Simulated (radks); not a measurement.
Spin polarisation of the 5p4 shell in neutral tellurium. Start: [Kr] 4d10 5s2 5p(up 2, down 2); electrons of 5p are moved from spin down to spin up, other shells keep equal spins. Calculated with a radial shooting solver on a logarithmic mesh with Libxc functionals: non-relativistic Kohn-Sham, SCAN, spin-polarised, spherical densities, point nucleus; meta-GGA in the generalised Kohn-Sham scheme.

moment (Bohr magnetons)  E - E(0) (eV)  e(5p up) (eV)  e(5p down) (eV)  5s down minus up (eV)  4d down minus up (eV)
0                                0.000         -6.215           -6.215                 0.000                  0.000
0.5                             -0.053         -6.414           -5.997                  0.465                  0.050
1                               -0.205         -6.588           -5.767                  0.896                  0.102
1.5                             -0.461         -6.744           -5.519                  1.321                  0.155
2                               -0.817         -6.882           -5.251                  1.742                  0.208

At moment 2 the spin-polarisation energy is -0.817 eV and the 5p exchange splitting 1.630 eV, that is 0.815 eV per Bohr magneton; E = -I m^2/4 would give I = 0.817 eV.
